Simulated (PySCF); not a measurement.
# Ionisation energy of Se²⁺ by level of theory

Se²⁺ [Ar] 3d10 4s2 4p2 (3P) → Se³⁺ [Ar] 3d10 4s2 4p1 (2P), as a difference of total energies. Calculation: PySCF 2.14, in x2c-TZVPall; the spin-free X2C one-electron Hamiltonian (Gaussian nucleus). Correlated levels: valence: [Ar] 3d10 frozen. The calculations carry no spin-orbit coupling.

```json
{"method": "UHF", "ionisation energy (eV)": "30.992"}
{"method": "r2SCAN", "ionisation energy (eV)": "31.825"}
{"method": "MP2 (valence)", "ionisation energy (eV)": "31.384"}
{"method": "CCSD (valence)", "ionisation energy (eV)": "31.417"}
{"method": "CCSD(T) (valence)", "ionisation energy (eV)": "31.439"}
```

Problem. Estimate what SCS-MP2 (valence) gives.

Solution. 31.307 eV, closest to MP2 (valence) among the rows shown.

Problem. Estimate what MN15 gives.

Solution. 31.746 eV, closest to r2SCAN among the rows shown.

The reference lies between the lowest fine-structure levels, while these numbers refer to the centres of the terms.

Errors of the correlated levels include the incompleteness of this basis and the frozen core.

For comparison: 31.697 ± 0.019 eV (measured; NIST Atomic Spectra Database, ionization energies).
